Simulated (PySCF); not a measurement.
Species: C4H5F3GaN.
Geometry (PBE0-D3(BJ)/def2-SVP, Å), atoms numbered from 1 in this order:
```
atom  x, y, z in Å
C1     2.8892    0.9717    0.4629
C2     1.8938   -0.0138    0.1105
N3     1.0802   -0.7815   -0.1633
Ga4   -0.8652   -1.5723   -0.3211
C5    -1.6124    0.0821    0.5409
F6    -0.7765    1.0454    1.0120
C7    -2.9147    0.3083    0.7009
F8    -3.8270   -0.5510    0.2868
F9    -3.4734    1.3556    1.2642
H10    3.4349    0.6493    1.3608
H11    2.3799    1.9242    0.6705
H12    3.5983    1.1074   -0.3658
H13   -1.0472   -1.6916   -1.8770
H14   -0.7669   -2.8489    0.5899
```

Method used: TDDFT CAM-B3LYP/def2-SVPD, vertical, gas phase, core orbitals frozen in the response (PySCF). Relativistic effects, spin–orbit coupling among them, are left out although an element past zinc is present.

Transition dipole moments from the ground state, in atomic units and in the frame of the coordinates above (overall signs are arbitrary), for the states with f of 0.002 or more among the lowest 9:

| state | E (eV) | μx | μy | μz |
| --- | --- | --- | --- | --- |
| S2 | 6.069 | 0.040 | 0.259 | 0.069 |
| S3 | 6.089 | -0.027 | -0.143 | -0.140 |
| S4 | 6.384 | 0.039 | -0.085 | 0.108 |
| S5 | 6.757 | 0.029 | -0.074 | 0.109 |
| S7 | 6.967 | -0.072 | 0.100 | -0.111 |
| S8 | 7.120 | -0.121 | 0.080 | -0.095 |
| S9 | 7.173 | 0.269 | -0.478 | 0.290 |

(1) Work out the oscillator strengths.

(2) What angle do the transition dipoles of S2 and S9 make?

Answers

(1) f = (2/3) ΔE |μ|² with ΔE in hartree (27.2114 eV).

```
state  |μ|² (au)  |μ| (D)      f
   S2      0.073     0.69  0.011
   S3      0.041     0.51  0.006
   S4      0.020     0.36  0.003
   S5      0.018     0.34  0.003
   S7      0.028     0.42  0.005
   S8      0.030     0.44  0.005
   S9      0.385     1.58  0.068
```

(2) |cos θ| = |μa·μb| / (|μa| |μb|) = 0.56, so θ ≈ 56° (taken between 0 and 90°, since the signs are arbitrary).

The vertical ionisation energy (ΔSCF) is 8.86 eV, 1.69 eV above S9.

One conformer stands for the species.
